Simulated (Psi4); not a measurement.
Cl2Te, singlet, geometry from GFN2-xTB (core potentials on Te).

Here is a job for Psi4.
```
memory 2 GB

molecule {
0 1
  Te   -0.01170558    0.01195986    0.61430806
  Cl    1.11463884    1.32379797   -0.94476070
  Cl   -1.07883353   -1.36038108   -0.93429926
}

set basis def2-tzvpd

energy('tpss')
print_variables()
```

**Question.** Give the dipole moment at the level TPSS/def2-TZVPD (Psi4 1.11).

**Answer.** 1.85 D

**Question.** Give the total energy at the level TPSS/def2-TZVPD.

**Answer.** -1188.4325 Eh
